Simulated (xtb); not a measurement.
C₈H₁₀, triplet, at a GFN2-xTB geometry of the parent state (a higher spin typed on purpose: for a closed-shell molecule this is an excited state); GFN2-xTB run with xtb 6.7.1.

xtb was given this input:
```
$ xtb mol.xyz --gfn 2 --chrg 0 --uhf 2 --json

# file mol.xyz
18

C      2.90010343     0.10407050     0.07787277
C      1.40316491     0.03832036     0.03106845
C      0.69680774     0.62920730    -1.00842597
C     -0.68465728     0.58487718    -1.04300050
C     -1.40253119    -0.05177108    -0.03913414
C     -2.90108119    -0.08331770    -0.06542841
C     -0.69623188    -0.64142983     1.00109676
C      0.68523148    -0.59706443     1.03569245
H      3.31899475     0.12674528    -0.92572707
H      3.21787642     1.01005545     0.59561790
H      3.30982381    -0.74990579     0.61248457
H      1.23551140     1.12768548    -1.80226716
H     -1.21364435     1.04918714    -1.86364012
H     -3.27853436    -0.98551728     0.41076665
H     -3.30198950     0.77524528     0.47493309
H     -3.27255782    -0.04106511    -1.08678823
H     -1.23473299    -1.14420713     1.79236000
H      1.21441655    -1.06557715     1.85381189
```

It wrote (shortened):

```
   ID    Z sym.   atoms
    1    6 C      1-8
    2    1 H      9-18

           -------------------------------------------------
          |                Calculation Setup                |
           -------------------------------------------------

           -------------------------------------------------
          |                 G F N 2 - x T B                 |
           -------------------------------------------------

          ...................................................
          :                      SETUP                      :
          :.................................................:
          :  # basis functions                  42          :
          :  # atomic orbitals                  42          :
          :  # shells                           26          :
          :  # electrons                        42          :
          :  max. iterations                   250          :
          :  Hamiltonian                  GFN2-xTB          :
          :  restarted?                      false          :
          :  GBSA solvation                  false          :
          :  PC potential                    false          :
          :  electronic temp.          300.0000000     K    :
          :  accuracy                    1.0000000          :
          :  -> integral cutoff          0.2500000E+02      :
          :  -> integral neglect         0.1000000E-07      :
          :  -> SCF convergence          0.1000000E-05 Eh   :
          :  -> wf. convergence          0.1000000E-03 e    :
          :  Broyden damping             0.4000000          :
          :  net charge                          0          :
          :  unpaired electrons                  2          :
          ...................................................

 iter      E             dE          RMSdq      gap      omega  full diag
   1    -22.3956305 -0.223956E+02  0.351E+00    0.19       0.0  T
   2    -22.2749793  0.120651E+00  0.429E+00    0.80       1.0  T
   3    -22.4529616 -0.177982E+00  0.169E+00    0.03       1.0  T
   4    -22.4594639 -0.650234E-02  0.113E+00    0.15       1.0  T
   5    -22.4505948  0.886906E-02  0.118E+00    0.14       1.0  T
   6    -22.4493513  0.124352E-02  0.118E+00    0.12       1.0  T
   7    -22.4653879 -0.160366E-01  0.546E-02    0.06       1.0  T
   8    -22.4653937 -0.577037E-05  0.422E-02    0.06       1.0  T
   9    -22.4653993 -0.559097E-05  0.132E-02    0.05       1.8  T
[...]
         :: total energy             -22.052032947185 Eh    ::
[...]

Wiberg/Mayer (AO) data.
largest (>0.10) Wiberg bond orders for each atom

 ---------------------------------------------------------------------------
     #   Z sym  total        # sym  WBO       # sym  WBO       # sym  WBO
 ---------------------------------------------------------------------------
     1   6 C    3.993 --     2 C    1.061    11 H    0.974     9 H    0.972
                            10 H    0.933
     2   6 C    3.604 --     8 C    1.144     3 C    1.135     1 C    1.061
     3   6 C    3.814 --     4 C    1.553     2 C    1.135    12 H    0.970
     4   6 C    3.819 --     3 C    1.553     5 C    1.144    13 H    0.970
     5   6 C    3.604 --     4 C    1.144     7 C    1.135     6 C    1.061
     6   6 C    3.993 --     5 C    1.061    16 H    0.974    14 H    0.972
                            15 H    0.933
     7   6 C    3.814 --     8 C    1.553     5 C    1.135    17 H    0.970
     8   6 C    3.819 --     7 C    1.553     2 C    1.144    18 H    0.970
     9   1 H    0.995 --     1 C    0.972
    10   1 H    0.985 --     1 C    0.933
    11   1 H    0.995 --     1 C    0.974
    12   1 H    0.999 --     3 C    0.970
    13   1 H    0.999 --     4 C    0.970
    14   1 H    0.995 --     6 C    0.972
    15   1 H    0.985 --     6 C    0.933
    16   1 H    0.995 --     6 C    0.974
    17   1 H    0.999 --     7 C    0.970
    18   1 H    0.999 --     8 C    0.970
 ---------------------------------------------------------------------------

Topologies differ in total number of bonds
Writing topology from bond orders to xtbtopo.mol

molecular dipole:
                 x           y           z       tot (Debye)
 q only:       -0.003       0.057       0.034
   full:       -0.004       0.077       0.046       0.227
molecular quadrupole (traceless):
                xx          xy          yy          xz          yz          zz
 q only:        5.356       0.278      -2.676       0.169       0.003      -2.679
  q+dip:        7.301       0.466      -4.643       0.251      -1.860      -2.658
   full:        6.187       0.350      -3.375       0.194      -0.528      -2.812

           -------------------------------------------------
          | TOTAL ENERGY              -22.052032947185 Eh   |
          | GRADIENT NORM               0.145999949120 Eh/α |
          | HOMO-LUMO GAP               0.054608343671 eV   |
           -------------------------------------------------

normal termination of xtb
```
